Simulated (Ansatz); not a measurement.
InCl2Br (InBrCl2). Charge 0, multiplicity 1. Geometry relaxed at r2SCAN-D4/def2-SVP.

Cartesian coordinates in Å:
```
In -0.011 0.011 -0.011
Cl 0.031 2.331 0.171
Cl -1.434 -0.957 -1.579
Br 1.415 -1.386 1.419
```

In the def2 sets In takes a core potential; there is no spin–orbit coupling.

**Question.** Estimate the harmonic wavenumbers at RKS r2SCAN-D4/def2-SVP (Ansatz, unscaled). Is this a minimum?

**Answer.** 75, 89, 91, 254, 369, 396 cm⁻¹. Yes, no mode is imaginary beyond noise. Zero-point energy 7.6 kJ/mol. Run time 2 min (4 threads of Intel Xeon on a shared host).
